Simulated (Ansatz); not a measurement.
Total energies of the Br atom.

The species carries charge 0 and has multiplicity 2. Correlated methods include outer-core shells of Br, which these sets cover unevenly. Scalar relativity is left out up to krypton. A free atom. Basis def2-TZVPP, the Gaussian-basis code of Ansatz.

RPA on PBE orbitals: Hartree–Fock energy of these orbitals -2572.38474 Eh, correlation -0.38639 Eh (frozen core).

| functional | energy without D4 (Eh) |
| --- | --- |
| LDA (SPW92) | -2570.53496 |
| PBE | -2573.72072 |
| revPBE | -2573.89023 |
| BLYP | -2574.13892 |
| r2SCAN | -2574.09258 |
| B97M-V | -2573.64670 |
| PBE0 | -2573.81189 |
| B3LYP | -2574.14096 |
| r2SCANh | -2574.09308 |
| r2SCAN0 | -2574.09413 |
| HSE06 (plane-wave form) | -2573.81629 |
| BHLYP | -2574.10802 |
| CAM-B3LYP | -2574.23890 |
| LC-ωPBE | -2573.75790 |
| ωB97X-V | -2573.87374 |
| ωB97M-V | -2573.96783 |
| B2PLYP | -2573.72884 |
| PBE-QIDH | -2573.50261 |

B3LYP takes the VWN-RPA correlation (the form of Gaussian; ORCA's B3LYP/G). HSE06 is the plane-wave form, built on full-range PBE exchange. The double hybrids freeze the cores in their second-order part.

LC-ωPBE has ω = 0.4 bohr⁻¹.
